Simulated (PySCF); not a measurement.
# Unknowns

PySCF 2.14.0 with density-fitted response routines calculation with coordinates at the GFN2-xTB level and σ from GIAO-PBE0/pcSseg-1; non-relativistic, no solvent model, single conformer, one averaged value for each set of equivalent atoms.

δ = σ(ref) − σ, references computed at the same level: TMS for $^{1}$H, $^{13}$C. Splittings of carbon signals by F and P are missing where no couplings were computed. Where no couplings were computed, multiplicities follow the n + 1 count of equivalent neighbours, and m marks all less simple cases (inequivalent or close neighbours, rings, F or P nearby). Shifts are as computed. Against solution values, carbons near 30 ppm lie about +3 ppm off and those near 130 ppm about +5 ppm. Of 1309 compounds with measured shifts, 239 miss one by over three times the rms of a fit or turn the order of signals round; such compounds aren't used in these exercises.

(1) C3H8F2Si2. $^{1}$H NMR (400 MHz, computed): δ 5.81 (m, 1H), 5.19 (m, 2H), 4.24 (m, 3H), 2.06 (m, 2H). $^{13}$C{$^{1}$H} NMR (computed): δ 169.1, 129.4, 18.5. Identify the compound.

(2) C8H9NSi. $^{1}$H NMR (600 MHz, computed): δ 9.01 (d, 1H), 7.88 (m, 1H), 7.72 (d, 1H), 7.37 (m, 1H), 4.91 (t, 2H), 2.43 (m, 2H), 1.28 (t, 1H). $^{13}$C{$^{1}$H} NMR (computed): δ 167.1, 155.5, 139.6, 136.2, 128.4, 85.5, 72.8, 0.8. Give a structure.

## Answers

(1) SMILES F[SiH2]C/C=C(\F)[SiH3]. Rings plus π bonds: 1 (no ring in the answer). 3 carbon signals for 3 carbons: no two carbons are equivalent. Carbon types of the structure: 1 × C, 1 × CH, 1 × CH2, leaving 5 H on heteroatoms. δC 169.1: fully substituted alkene carbon. δC 129.4: alkene CH; as expected for a trigonal carbon in a double bond. δH 5.81: hydrogen on an alkene CH; a vinylic proton, deshielded by the sp2 carbon and the C=C anisotropy. δH 2.06: hydrogen on an allylic sp3 CH2 bonded to Si; allylic position.

The shifts were computed for this structure.

(2) `C#CC[SiH2]c1ccccn1`. Rings plus π bonds: 6 (1 ring in the answer). 8 carbon signals for 8 carbons: no two carbons are equivalent. Carbon types of the structure: 2 × C, 5 × CH, 1 × CH2, leaving 2 H on heteroatoms. δC 155.5: aromatic CH next to a ring nitrogen; the adjacent pyridine-type nitrogen withdraws density from it. δC 139.6, 136.2, 128.4: aromatic CH; the aromatic region. δC 85.5: alkyne carbon; sp carbons lie upfield of alkene carbons because the cylindrical π system leaves one tensor component strongly shielded. δH 9.01: hydrogen on an aromatic CH next to a ring nitrogen; ring current plus the neighbouring ring nitrogen.

The shifts were computed for this structure.
